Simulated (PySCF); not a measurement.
An unknown is described by computed data only.

Elements present: C, H, O and Si. Monoisotopic mass: 160.0740 u.

* Rotational structure: rotational constants A, B, C: 2.049, 0.712, 0.613 GHz [GFN2-xTB]
* NMR, other nuclei: isotropic shieldings of nuclei other than C and H, by class: 275 (1 O), 332 (1 Si), 336 (1 Si) ppm [GIAO PBE0/pcSseg-1]
* 13C NMR: chemical shifts (computed TMS as zero) by class: 21.0 (1 C), 20.1 (1 C), 17.2 (1 C), 10.5 (1 C), 9.2 (1 C), 0.2 (1 C) ppm [GIAO PBE0/pcSseg-1]
* Dipole: 1.54 D [PBE0/pcSseg-1]
* 1H NMR: chemical shifts (computed TMS as zero) by class: 5.22 (1 H), 4.72 (1 H), 1.29 (3 H), 1.08 (1 H), 1.02 (1 H), 0.97 (1 H), 0.94 (3 H), 0.86 (1 H), 0.66 (1 H), 0.14 (3 H) ppm [GIAO PBE0/pcSseg-1]

The electronic properties come from PySCF, for the isolated species, density fitting. Levels stand in brackets. Isolated species at its GFN2-xTB geometry (one conformer only). Each NMR value is the plain mean over a class of atoms that symmetry, rotation or inversion makes alike.

Question: Which formula fits the mass and the elements?

Answer: C6H16OSi2 (calculated 160.0740). No other formula that holds each of these elements comes within 0.0003 u with a fitting electron parity and a possible valence count.

Question: What is the compound? Reason from the data.

Answer: Numbering: `[CH3:1][CH:2]([CH3:3])[Si@@H:4]1[CH2:5][CH2:6][Si@H:7]([CH3:8])[O:9]1`. Its formula, C6H16OSi2, gives 1 degree of unsaturation: 1 ring and 0 π bonds in the structure found. 6 carbons fall into 6 classes; from least to most shielded: chain sp3 carbon bound to silicon [C2] (21.0 ppm), methyl carbon [C1] (20.1 ppm), methyl carbon [C3] (17.2 ppm), ring sp3 carbon bound to silicon [C6] (10.5 ppm), ring sp3 carbon bound to silicon [C5] (9.2 ppm), Si-methyl carbon [C8] (0.2 ppm). Hydrogen classes from least to most shielded: 1 H on an oxygen-bound silicon, Si7 (5.22 ppm), 1 H on an oxygen-bound silicon, Si4 (4.72 ppm), 3 H on a methyl carbon, C1 (1.29 ppm, a mean of values up to 0.9 ppm apart in this geometry), 1 H on an sp3 carbon bound to silicon, C5 (1.08 ppm), 1 H on an sp3 carbon bound to silicon, C6 (1.02 ppm), 1 H on an sp3 carbon bound to silicon, C6 (0.97 ppm), 3 H on a methyl carbon, C3 (0.94 ppm), 1 H on an sp3 carbon bound to silicon, C2 (0.86 ppm), 1 H on an sp3 carbon bound to silicon, C5 (0.66 ppm), 3 H on an Si-methyl carbon, C8 (0.14 ppm, a mean of values up to 0.7 ppm apart in this geometry). The other shieldings belong to: 275 ppm, siloxane oxygen [O9]; 332 ppm, oxygen-bound silicon [Si4]; 336 ppm, oxygen-bound silicon [Si7]. The optimised geometry has point group C1 and is an asymmetric top. Structure: `CC(C)[Si@@H]1CC[Si@H](C)O1`. Computed isomers that give other values at the same levels: `C[Si](C)(C)O[Si]1(C)CC1` (13C chemical shifts (computed TMS as zero) by class: 2.4 (3 C), 1.5 (2 C), -3.5 (1 C) ppm); `CC[SiH2][C@@H]1CO[C@@H]([SiH3])C1` (13C chemical shifts (computed TMS as zero) by class: 75.6 (1 C), 70.9 (1 C), 34.1 (1 C), 24.6 (1 C), 11.4 (1 C), 5.6 (1 C) ppm); `CC[SiH2][SiH2]C(C)(C)C=O` (13C chemical shifts (computed TMS as zero) by class: 221.0 (1 C), 41.1 (1 C), 24.8 (2 C), 14.9 (1 C), 7.8 (1 C) ppm). The assignments are read from this structure; whether some other isomer fits the data as well wasn't checked. The mirror image fits equally.
